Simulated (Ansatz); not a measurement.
Ideal-gas functions of `O[Si](Cl)(Br)Br` at 800 K and 1 bar, from an Ansatz frequency run at PBE0-D4/def2-TZVP.

Molar mass 240.35 g/mol, point group C1 (symmetry number 1), electronic degeneracy 1, moments of inertia 351.973, 610.2, 780.949 u Å². Harmonic wavenumbers (cm⁻¹, unscaled): 98, 128, 172, 191, 233, 260, 365, 507, 583, 819, 961, 3899.

Use S(trans) = R[1.5 ln M + 2.5 ln T − 1.1517]; rotational temperatures θ = 24.2544 K / I; S(rot) = R[ln(√π/σ · √(T³/θAθBθC)) + 1.5]; for each mode x = 1.438777 ν̃/T, S = R[x/(eˣ − 1) − ln(1 − e⁻ˣ)] and H = RT x/(eˣ − 1); 1 cm⁻¹ = 0.0119627 kJ/mol; R = 8.31446 J/(mol·K).

Question: By hand: the entropy, in J/(mol·K).

Answer: Translation 197.7. Rotation: θ = 0.0689, 0.0397, 0.0311 K, giving 139.6. Vibration, mode by mode: 22.76, 20.54, 18.10, 17.24, 15.61, 14.71, 11.96, 9.36, 8.29, 5.81, 4.73, 0.06, in all 149.2. Electronic 0.0. Sum 486.5 J/(mol·K).

Question: By hand: H − E and G − E in kJ/mol, counted from the electronic energy.

Answer: Zero-point energy ½ × 8216 × 0.0119627 = 49.1; thermal vibration 51.8; translation, rotation and pV give 4 RT = 26.6. H − E = 127.5 kJ/mol, and G − E = 127.5 − 800 × 486.5/1000 = -261.7 kJ/mol.

Vibration gives 31 % of the entropy, 43.3 J/(mol·K) of it from the modes under 150 cm⁻¹: soft modes count most, and the harmonic formula is weakest for them. The sum counts one conformer and one mirror image; others add a mixing term.
